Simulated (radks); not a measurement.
Excited configurations of the neodymium ion Nd+: one electron is placed in a higher orbital outside [Xe] 4f4. The ground configuration is [Xe] 4f4 6s1. Calculated with a radial shooting solver on a logarithmic mesh with Libxc functionals: Dirac Kohn-Sham, PBE, spin-unpolarised, spherical densities, point nucleus; open shells fill j = l - 1/2 first. Excitation = E - E(ground); binding = E(ion) - E, where the ion is the core of charge +2; n* = 2/sqrt(2 binding) in atomic units, and the quantum defect is n - n*.

| outer orbital | excitation (eV) | binding (eV) | n* | quantum defect | eigenvalue (eV) | <r> (bohr) |
|---|---|---|---|---|---|---|
| 5d3/2 | 0.973 | 9.804 | 2.356 | 2.644 | -6.185 | 3.004 |
| 5f5/2 | 7.273 | 3.504 | 3.941 | 1.059 | -2.486 | 8.707 |
| 6p1/2 | 2.766 | 8.011 | 2.606 | 3.394 | -5.989 | 4.910 |
| 6d3/2 | 6.120 | 4.657 | 3.419 | 2.581 | -3.495 | 7.665 |
| 6f5/2 | 8.410 | 2.367 | 4.795 | 1.205 | -1.790 | 14.83 |
| 7s1/2 | 5.513 | 5.264 | 3.216 | 3.784 | -4.169 | 8.095 |
| 7p1/2 | 6.463 | 4.314 | 3.552 | 3.448 | -3.379 | 9.450 |
| 7d3/2 | 7.906 | 2.871 | 4.354 | 2.646 | -2.240 | 13.40 |
| 7f5/2 | 9.087 | 1.690 | 5.675 | 1.325 | -1.326 | 22.30 |

The Delta-SCF ionisation energy is 10.777 eV (NIST Atomic Spectra Database: 10.78 eV, semi-empirical). Self-interaction in the functional shifts the binding energies and quantum defects, so they are the method's values and not measured ones. Spin polarisation and multiplet splitting are left out, so open shells lie too high by an amount that depends on their filling.

Beside tabulated values, note that spin-unpolarised runs miss the spin-polarisation part of the exchange energy of open shells.
